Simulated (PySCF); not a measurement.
C5H10, SMILES C[C@H]1C[C@@H]1C.

Geometry optimised at PBE0-D3(BJ)/def2-SVP.

The numbers are results of B3LYP/def2-TZVP (PySCF), not measurements.

Gas-phase values at a fixed geometry.

Computed frontier levels, gap, dipole moment and polarisability:
| Quantity | Result |
|---|---|
| highest occupied level | -7.40 eV |
| lowest empty level | 1.16 eV |
| orbital gap | 8.56 eV |
| dipole moment | 0.12 D |
| quadrupole, principal values (traceless, Buckingham form, about the centre of nuclear charge) | -0.91, -0.53, 1.45 D·Å |
| mean static polarisability | 60.3 bohr³ (8.94 Å³) |
| polarisability, principal values | 54.0, 59.0, 68.0 bohr³ |
